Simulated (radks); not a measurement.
Coulomb parameter of the 4f shell of the promethium ion Pm+ in the model configuration [Xe] 4f3.5 5d1.5 6s1, as a second difference U = [E(n + 1) + E(n - 1) - 2 E(n)] / (1)^2 with all orbitals relaxed. "Bare": the charge of the atom changes with n. "Screened": the 5d shell takes up the change at fixed total charge, which measures U(4f,4f) + U(5d,5d) - 2 U(4f,5d). All-electron calculation, scalar-relativistic Kohn-Sham, PBE, spin-unpolarised, spherical densities, finite nucleus; Fermi nuclear charge, rms radius 4.962 fm. Program: a radial shooting solver on a logarithmic mesh with Libxc functionals.

case                configuration  E - E(n) (eV)
start        [Xe] 4f3.5 5d1.5 6s1          0.000
bare +1      [Xe] 4f4.5 5d1.5 6s1         -9.683
bare -1      [Xe] 4f2.5 5d1.5 6s1         25.066
screened +1  [Xe] 4f4.5 5d0.5 6s1         -5.149
screened -1  [Xe] 4f2.5 5d2.5 6s1         10.289

U(bare) = 15.383 eV, U(screened by 5d) = 5.140 eV, against the Slater integral F0(4f,4f) = 27.469 eV with frozen orbitals.
